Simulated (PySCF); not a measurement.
**¹⁵N chemical shifts**

All values are calculated (PySCF): shieldings: GIAO PBE0/pcSseg-1, geometry from PBE0-D3(BJ)/def2-SVP. Non-relativistic Hamiltonian, isolated molecule, equivalent nuclei averaged, a single conformation.

Shieldings were converted by a linear fit to measured shifts: ¹⁵N (scatter 7.2 ppm rms vs CH3NO2, solution or neat liquid). A few per cent of atoms miss by over 2 rms, more outside the fitted compound classes.

Q: Give the ¹⁵N shifts of `Clc1cnccn1`.

A: 
| compound | environment | δ (ppm) |
| --- | --- | --- |
| [Cl:1][c:2]1[cH:3][n:4][cH:5][cH:6][n:7]1 | N4: pyridine-type ring nitrogen | -38.2 |
| [Cl:1][c:2]1[cH:3][n:4][cH:5][cH:6][n:7]1 | N7: pyridine-type ring nitrogen | -59.1 |

Q: Match the shifts 22.0, -86.8, -387.4 ppm to `[H]/N=C\[SiH2]F`, `CCCN(C)[SiH3]`, `Clc1ncccn1`.

A: 22.0: [H]/N=C\[SiH2]F (imine nitrogen); -86.8: Clc1ncccn1 (pyridine-type ring nitrogen); -387.4: CCCN(C)[SiH3] (nitrogen bonded to 2 C, Si).
